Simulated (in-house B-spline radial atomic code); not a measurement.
Inner-shell binding energies (edges) and X-ray emission energies of free atoms and ions, as differences of relaxed hole-state energies with first-order Breit, QED and recoil terms, without correlation or multiplet splittings, in NIST's listed ground configurations. For neutral atoms such line energies lie within some 1 to 5 eV of tabulated X-ray lines (up to 20 eV for the heaviest). K = 1s, L2 = 2p1/2, L3 = 2p3/2. A dash marks a subshell that is part filled or wasn't run, or a line left out. Computed with a B-spline radial code for spherical atoms: Dirac-Hartree-Fock, average of the configuration, finite nuclei.

| ion | configuration | K edge (eV) | L3 edge (eV) | K-L3 (eV) | K-L2 (eV) |
| --- | --- | --- | --- | --- | --- |
| Sr | [Kr] 5s2 | 16113 | 1949.52 | 14163.4 | 14096.2 |
| Zr2+ | [Kr] 4d2 | ? | ? | ? | ? |
| Nb3+ | [Kr] 4d2 | ? | ? | ? | ? |
| Mo4+ | [Kr] 4d2 | 20060.9 | 2583.69 | 17477.2 | 17372.3 |
| Tc5+ | [Kr] 4d2 | 21127 | 2762.13 | 18364.9 | 18248.4 |
| Ru6+ | [Kr] 4d2 | 22224.5 | 2947.72 | 19276.8 | 19147.8 |
| Rh7+ | [Kr] 4d2 | 23353.4 | 3140.4 | 20213 | 20070.5 |

Q: Fill in the row of Zr2+.

A: K edge (eV): 18022.1; L3 edge (eV): 2248.69; K-L3 (eV): 15773.5; K-L2 (eV): 15689.

Q: Fill in the row of Nb3+.

A: K edge (eV): 19026; L3 edge (eV): 2412.5; K-L3 (eV): 16613.5; K-L2 (eV): 16519.2.
